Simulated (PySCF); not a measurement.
How the method changes the constants of Rb₂⁻

State: ²Σu⁺ (doublet), unpaired electrons σ ↑. Set-up: PySCF, scalar-relativistic core potentials, basis sets Rb def2-SVPD with ECP28. De refers to Rb + Rb⁻ in their ground configurations, without counterpoise correction. The functionals are run spin-unrestricted. Levels whose curve was spin-contaminated or gave no clean fit are not listed.

```csv
Level,Re (Å),ωe (cm⁻¹),De (eV)
ROHF-MP2,4.836,34.9,n/a
ROHF-SCS-MP2,4.930,33.4,n/a
PBE,4.795,35.0,0.58
revPBE,4.946,32.7,0.56
PBE0,4.851,35.1,0.55
```

(1) What does a quarter of exact exchange do here, going from PBE to PBE0?

Correlated steps freeze no core orbitals. Spin–orbit coupling is left out. The highest Kohn–Sham level is positive in this anion. Much of that is self-interaction error, but it also means that the finite basis helps to hold the extra electron. The state is the lowest determinant that a PBE0 search found; another state may lie lower at other levels.

Results:

(1) PBE0 less PBE: +5.6 pm in Re, +0.3 % in ωe, -0.03 eV in De. Exact exchange removes part of the self-interaction that spreads semilocal densities, and in most molecules shortens and stiffens the bond and lowers De; here Re goes the other way.
